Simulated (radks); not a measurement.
The numbers below are computed, except where a source is named.
Spherical quantum dot in the effective-mass picture: electrons in a parabolic well V = omega^2 r^2 / 2 with omega = 3.85, all in effective atomic units (hartree* = m*/eps^2 hartree, bohr* = eps/m* bohr), one dielectric constant everywhere. Level of theory: non-relativistic Kohn-Sham, LDA (Slater exchange, Perdew-Wang correlation), spin-polarised, spherical densities (a radial shooting solver with Libxc functionals). Levels are named by radial order and angular momentum (1s, 1p, 1d, 2s, ...), and open shells are averaged over m. Results are scaled to m* = 0.316 and eps = 4.7, for which hartree* = 389.3 meV and bohr* = 0.7871 nm. At N = 30 the configuration is 1s2 1p6 1d10 2s2 1f(up 7, down 3). Does electron 31 go into 2p up or 2p down or 1f down?

Answer. Into 1f down. The total energies of the other choices lie higher by 136 meV (2p up), 160 meV (2p down).
